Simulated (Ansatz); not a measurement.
System: C$_{2}$H$_{5}$I, charge 1, doublet. C2H5I+ (parent SMILES CCI, doublet).
B3LYP-D3(BJ)/def2-TZVP minimum from Ansatz (a quantum-chemistry and plane-wave program):
```
C
H 1 1.0920
H 1 1.0920 2 109.08
C 1 1.4968 2 116.18 3 133.65
H 4 1.0884 1 112.69 2 177.29
H 4 1.0884 5 109.79 1 126.50
H 4 1.0963 5 107.64 6 116.90
I 1 2.2201 2 99.80 3 -104.03
```
Charge +1, spin multiplicity 2.

Total energies in def2-SVP, 19 correlated electrons, 11 frozen orbitals. Radicals and triplets start from unrestricted determinants; spin-orbit coupling is neglected. Correlated methods leave the cores frozen (noble-gas shells, and filled d and f shells in the p block). Past Kr the def2 sets carry scalar-relativistic core potentials. Spin-orbit terms, left out, reach several kcal/mol for Br and I, and more for heavier atoms. The spin of C2H5I+ (parent SMILES CCI, doublet) was assumed, and the state is the lowest solution found for it.

```
method    program  energy (Eh)  minus CCSDT(Q) (mEh)
--------  -------  -----------  --------------------
HF         Ansatz   -374.92564                420.89
MP2        Ansatz   -375.29010                 56.43
CCSD       Ansatz   -375.33323                 13.30
CCSD(T)    Ansatz   -375.34496                  1.57
CCSDT(Q)   Ansatz   -375.34653                  0.00
```

Rough core times of Ansatz's runs on a shared machine: CCSD(T) 40 s, CCSDT(Q) 10 min.
